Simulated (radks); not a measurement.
Problem. The mean radii <r> (bohr) of the occupied orbitals of an atom or ion are listed with their occupations. All-electron calculation, scalar-relativistic Kohn-Sham, PBE, spin-polarised, spherical densities, point nucleus. Program: a radial shooting solver on a logarithmic mesh with Libxc functionals.

orbital  occ.      <r>
1s          2  0.02905
2s          2   0.1255
2p          6   0.1096
3s          2   0.3393
3p          6   0.3377
3d         10   0.3146
4s          2   0.8178
4p          6   0.8834
4d         10    1.069

Name the element and its charge. Open shells, if any, are filled with parallel spins first.

Solution. Z = 50, tin, charge +4: Sn4+ in [Kr] 4d10. The 1s radius gives Z: for a bare nucleus <r> = (2 gamma + 1)/(2Z) with gamma = sqrt(1 - (Z/c)^2), 0.02862 bohr for Z = 50, and screening makes it slightly larger (0.02905 here). The occupations add up to 46, and the charge is Z minus that.
